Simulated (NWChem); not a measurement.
System: C₂H₆Sb cation; SMILES [CH3][Sb+][CH3]

All runs: NWChem. All runs use the structure optimised with PBE-D3(BJ)/def2-SVP. def2 effective core potentials on Sb; no spin-orbit coupling. Static field.

### Question
What does the run give for B3LYP/def2-SVPD? Quantities: isotropic polarisability (bohr³); anisotropy (bohr³).

### Answer
- isotropic polarisability (bohr³) = 58.1
- anisotropy (bohr³) = 23.0
